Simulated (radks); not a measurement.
Dispersion coefficients C6 (hartree bohr^6) between ground-configuration atoms and ions, from the Casimir-Polder integral (3/pi) of alpha_A(iw) alpha_B(iw). All-electron calculation, scalar-relativistic Kohn-Sham, LDA (Slater exchange, VWN5 correlation), spin-polarised, spherical densities, finite nucleus; Fermi nuclear charge, rms radius of each element as measured or else 0.836 A^(1/3) + 0.57 fm. Program: a radial shooting solver on a logarithmic mesh with Libxc functionals. Response by self-consistent Sternheimer equations with the Hartree and adiabatic LDA kernel, the relativistic mass of each level held fixed and spin-orbit coupling left out.

\begin{tabular}{lrrrrrrrrr}
C6 & Pd & Ag+ & Cd2+ & In3+ & Sn4+ & Sb5+ & Te6+ & I7+ & Xe8+ \\ \hline
Pd & 218.6 &  &  &  &  &  &  &  &  \\
Ag+ & 113.9 & 64.53 &  &  &  &  &  &  &  \\
Cd2+ & 71.73 & 42.63 & 29.02 &  &  &  &  &  &  \\
In3+ & 49.67 & 30.44 & 21.17 & 15.69 &  &  &  &  &  \\
Sn4+ & 36.51 & 22.87 & 16.16 & 12.12 & 9.449 &  &  &  &  \\
Sb5+ & 27.98 & 17.81 & 12.73 & 9.641 & 7.577 & 6.115 &  &  &  \\
Te6+ & 22.11 & 14.25 & 10.28 & 7.847 & 6.206 & 5.036 & 4.167 &  &  \\
I7+ & 17.90 & 11.64 & 8.465 & 6.501 & 5.170 & 4.215 & 3.501 & 2.953 &  \\
Xe8+ & 14.76 & 9.674 & 7.079 & 5.466 & 4.367 & 3.574 & 2.980 & 2.520 & 2.157 \\
\end{tabular}

Static polarisabilities (bohr^3): Pd ([Kr] 4d10) 30.04, Ag+ ([Kr] 4d10) 10.73, Cd2+ ([Kr] 4d10) 5.672, In3+ ([Kr] 4d10) 3.539, Sn4+ ([Kr] 4d10) 2.428, Sb5+ ([Kr] 4d10) 1.772, Te6+ ([Kr] 4d10) 1.351, I7+ ([Kr] 4d10) 1.063, Xe8+ ([Kr] 4d10) 0.8567. The combination rule 2 Ca Cb / ((alpha_b/alpha_a) Ca + (alpha_a/alpha_b) Cb) gives 5.032 for Te6+-Sb5+, against 5.036 from the integral.
